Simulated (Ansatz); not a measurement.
C$_{3}$H$_{13}$BSi$_{2}$, singlet, geometry from GFN2-xTB; Ansatz (an electronic-structure program) with CASSCF(6,5)/STO-3G.

The Ansatz input:
Ansatz 0.2 input:
```yaml
crystal:
  periodic: [false, false, false]
  atoms:
    - {symbol: Si, position_ang: [1.81124652, -0.65514099, 0.04915039]}
    - {symbol: C, position_ang: [2.24035013, 0.75854894, -1.15044197]}
    - {symbol: Si, position_ang: [-0.12985056, -0.12693126, 1.22447274]}
    - {symbol: B, position_ang: [-1.61732572, 0.17227303, -0.01458306]}
    - {symbol: C, position_ang: [-1.92381043, 1.61329812, -0.57762674]}
    - {symbol: C, position_ang: [-2.46417328, -1.04210882, -0.55815403]}
    - {symbol: H, position_ang: [1.66316644, -1.87035627, -0.77106263]}
    - {symbol: H, position_ang: [3.00062877, -0.89070244, 0.87982572]}
    - {symbol: H, position_ang: [2.40506957, 1.68998388, -0.61584848]}
    - {symbol: H, position_ang: [3.14112293, 0.54461242, -1.71805883]}
    - {symbol: H, position_ang: [1.43772472, 0.92797979, -1.86348172]}
    - {symbol: H, position_ang: [0.17680683, 1.03164540, 2.09059716]}
    - {symbol: H, position_ang: [-0.35435291, -1.20922452, 2.20411472]}
    - {symbol: H, position_ang: [-1.05246378, 2.26552327, -0.61887623]}
    - {symbol: H, position_ang: [-2.39789877, 1.61730172, -1.55865101]}
    - {symbol: H, position_ang: [-2.62718595, 2.09917158, 0.10261808]}
    - {symbol: H, position_ang: [-1.90331005, -1.50185679, -1.37554769]}
    - {symbol: H, position_ang: [-2.62360559, -1.83144146, 0.17487741]}
    - {symbol: H, position_ang: [-3.43281527, -0.76341941, -0.97097843]}
basis:
  gaussian:
    orbitals: STO-3G
hamiltonian:
  xc: hf
magnetization: {spin_polarized: false}
correlation: {active_space: {window: {electrons: 6, orbitals: 5}}}
```

Problem. What does Ansatz print? Leave out banner, timings and long lists.

Solution. 
```
Functional definition: HF
647 factors; integrals over basis functions are off by at most 9.1e-5 eV
mean field evaluation 1: about -19465.9934 eV, gradient 1.7e1 eV
mean field evaluation 2: about -19466.1855 eV, gradient 1.7e1 eV
mean field evaluation 4: about -19467.5035 eV, gradient 6.0e-1 eV
mean field evaluation 8: about -19467.5044 eV, gradient 2.7e-6 eV
mean field -19467.50438017 eV, -715.4175904228 hartree, gradient 1.2e-6 eV, S^2 0.000000; 0 other end points of the search recorded, 0 dependent functions left out
reference -19467.50438017 eV, -715.4175904228 hartree; 32, 32 occupied and 19, 19 virtual orbitals, 647 factors
state -19468.19334104 eV, -715.4429092678 hartree
Total energy: -19468.19334104 eV, -715.4429092678 hartree
```
